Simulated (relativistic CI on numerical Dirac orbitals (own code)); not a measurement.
What each ingredient does to the levels of Nd31+

Base calculation: Dirac-Coulomb-Breit CI, separate exchange-only KLI orbitals for each configuration, model QED (radiative potential, 1s self-energy scaled to tabulated hydrogen-like ionisation energies), unscaled Slater integrals.

Configurations in the expansion (outside the closed core [Ar]): 3d¹⁰4s, 3d¹⁰4p, 3d¹⁰4d, 3d¹⁰4f, 3d¹⁰5s, 3d¹⁰5p, 3d¹⁰5d, 3d¹⁰5f, 3d¹⁰5g, 3d⁹4p², 3d¹⁰6s, 3d¹⁰6p, 3d¹⁰6d, 3d⁸4s4p², 3d⁹4s², 3d¹⁰6f. Levels of other configurations are missing.

Variants: (1) configuration mixing switched off; (2) non-relativistic limit. Shifts of the energy above 3d¹⁰4s ²S1/2, in eV, for the lowest level and the first level of each name with at least 55 % of one term (blank where a level changes its place among those of its configuration and J or its character, or is not in the variant):

| Level | Base | Δ(1) | Δ(2) |
| --- | --- | --- | --- |
| 3d¹⁰4s ²S1/2 | 0.000 | 0.000 | 0.000 |
| 3d¹⁰4p ²P°1/2 | 65.640 | -0.025 | -5.348 |
| 3d¹⁰4p ²P°3/2 | 98.440 | -0.036 | -38.148 |
| 3d¹⁰4d ²D3/2 | 203.587 | -0.031 | -40.653 |
| 3d¹⁰4d ²D5/2 | 210.325 | -0.037 | -47.390 |
| 3d¹⁰4f ²F°5/2 | 322.926 | -0.035 | -46.691 |
| 3d¹⁰4f ²F°7/2 | 324.151 | -0.040 | -47.916 |
| 3d¹⁰5s ²S1/2 | 506.767 | -0.060 | -24.824 |
| 3d¹⁰5p ²P°1/2 | 537.938 | -0.066 | -27.048 |
| 3d¹⁰5p ²P°3/2 | 552.971 | -0.059 | -42.080 |
| 3d¹⁰5d ²D3/2 | 602.114 | -0.060 | -43.180 |
| 3d¹⁰5d ²D5/2 | 605.311 | -0.056 | -46.378 |
| 3d¹⁰5f ²F°5/2 | 654.670 | -0.061 | -46.121 |
| 3d¹⁰5f ²F°7/2 | 655.439 | -0.057 | -46.890 |

At this charge energies of transitions that change n are usually good to better than 1 %, and those within a shell (Δn = 0) to a few per cent.

Ionisation energy from the two ground configurations alone: base 1236.79 eV. The NIST ASD value (semi-empirical) is 1238.42 eV.

LS names give the leading component of a level, which can be under half, so a name can repeat, a term be missing and a line seem to break the LS rules.
